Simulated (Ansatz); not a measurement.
Two spin states of BH-, each at its own minimum; 2S+1 = 2, 4 were tried, and our sources give no spin for the ground state.

Each state is the lowest solution found for its spin in def2 and cc sets.

Frozen-core correlation.

Programs: Ansatz (an electronic-structure program). 

One of these levels gives 16.13 kcal/mol for the energy of the multiplicity-4 state above the multiplicity-2 state. Which one is it?
A. PBE/def2-TZVPP
B. wB97X-V/def2-TZVPP
C. CCSD/def2-TZVPP

C, CCSD/def2-TZVPP. The others give 14.35 (PBE/def2-TZVPP), 22.31 (wB97X-V/def2-TZVPP)

Doubts at one or more of the structures used: a spin-contaminated determinant (CCSD/def2-TZVPP); T1 above 0.05 (CCSD/def2-TZVPP).
